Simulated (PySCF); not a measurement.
Gas-phase reaction: 3 F₂ + 4 CH₃F = 2 C₂HF₅ + 5 H₂

Energies from PySCF, thermal terms from the rigid-rotor harmonic-oscillator model, ideal gas at 1 bar. † marks an energy on the PBE0/def2-TZVP geometry and frequencies; other levels use their own. All species are closed-shell singlets.

r2SCAN/def2-TZVP† gives ΔH°(298 K) = -1328 kJ.

Q: What do ωB97M-V/def2-TZVP†, LDA/def2-TZVP†, PBE0/def2-TZVP give?

A: ωB97M-V/def2-TZVP†: -1319 kJ; LDA/def2-TZVP†: -1392 kJ; PBE0/def2-TZVP: -1289 kJ. For scale, ΔH°(298 K) is -1328 kJ at this level, -1319 kJ at ωB97M-V/def2-TZVP†, and runs from -1416 to -803 kJ over the 19 levels computed.
